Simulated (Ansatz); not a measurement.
The cluster Hf₃O₆. Total charge 0; singlet. Geometry PBE-D4/def2-SVP.

```xyz
9

Hf   -0.059   -0.011    2.139
Hf    1.208    1.365   -0.998
Hf   -0.819   -1.681   -1.022
O     2.953    1.200   -1.367
O     0.310   -0.231   -1.745
O    -0.569   -1.504    0.938
O     1.012    1.155    0.959
O    -1.534    0.931    2.514
O    -2.502   -1.224   -1.420
```

In the def2 sets Hf takes a core potential; there is no spin–orbit coupling. The structure comes from a short search, and lower isomers may exist.

(1) Estimate the orbital energies around the gap (eV) in Ansatz with LDA (SPW92)/def2-TZVP, PBE-D4/def2-SVP, PBE-D4/def2-TZVP, r2SCAN-D4/def2-TZVP, PBE0-D4/def2-TZVP.

## Answers

(1) 
| orbital | LDA (SPW92)/def2-TZVP | PBE-D4/def2-SVP | PBE-D4/def2-TZVP | r2SCAN-D4/def2-TZVP | PBE0-D4/def2-TZVP |
| --- | --- | --- | --- | --- | --- |
| HOMO−9 | -8.01 | -7.66 | -7.67 | -7.97 | -9.19 |
| HOMO−8 | -6.92 | -6.66 | -6.62 | -6.82 | -7.99 |
| HOMO−7 | -6.83 | -6.58 | -6.54 | -6.75 | -7.95 |
| HOMO−6 | -6.81 | -6.55 | -6.51 | -6.71 | -7.87 |
| HOMO−5 | -6.61 | -6.35 | -6.32 | -6.55 | -7.75 |
| HOMO−4 | -6.59 | -6.32 | -6.30 | -6.52 | -7.69 |
| HOMO−3 | -6.57 | -6.28 | -6.25 | -6.46 | -7.66 |
| HOMO−2 | -6.27 | -5.98 | -5.98 | -6.22 | -7.41 |
| HOMO−1 | -6.17 | -5.87 | -5.87 | -6.11 | -7.29 |
| HOMO | -6.14 | -5.84 | -5.85 | -6.07 | -7.23 |
| LUMO | -3.68 | -3.37 | -3.46 | -3.05 | -2.79 |
| LUMO+1 | -3.44 | -3.16 | -3.23 | -2.80 | -2.54 |
| LUMO+2 | -3.35 | -3.04 | -3.14 | -2.70 | -2.42 |
| LUMO+3 | -2.05 | -1.70 | -1.75 | -1.43 | -0.95 |
| LUMO+4 | -1.58 | -1.24 | -1.28 | -0.96 | -0.46 |
| LUMO+5 | -1.55 | -1.19 | -1.25 | -0.91 | -0.44 |
